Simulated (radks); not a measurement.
Excited configurations of N+: one electron is placed in a higher orbital outside [He] 2s2 2p1. The ground configuration is [He] 2s2 2p2. Calculated with a radial shooting solver on a logarithmic mesh with Libxc functionals: non-relativistic Kohn-Sham, PBE, spin-polarised, spherical densities, point nucleus; open shells are filled with parallel spins first. Excitation = E - E(ground); binding = E(ion) - E, where the ion is the core of charge +2; n* = 2/sqrt(2 binding) in atomic units, and the quantum defect is n - n*.

outer orbital,excitation (eV),binding (eV),quantum defect,eigenvalue (eV)
3d,23.433,6.650,0.139,-4.654
5f,27.688,2.395,0.233,-1.865
6d,28.247,1.836,0.555,-1.491
7s,28.477,1.606,1.179,-1.336
7d,28.726,1.357,0.667,-1.119
7f,28.804,1.279,0.478,-1.044

The Delta-SCF ionisation energy is 30.083 eV (NIST Atomic Spectra Database: 29.601 eV, semi-empirical). Self-interaction in the functional shifts the binding energies and quantum defects, so they are the method's values and not measured ones. Open shells are spherical and high-spin; term and fine-structure splittings are not resolved.
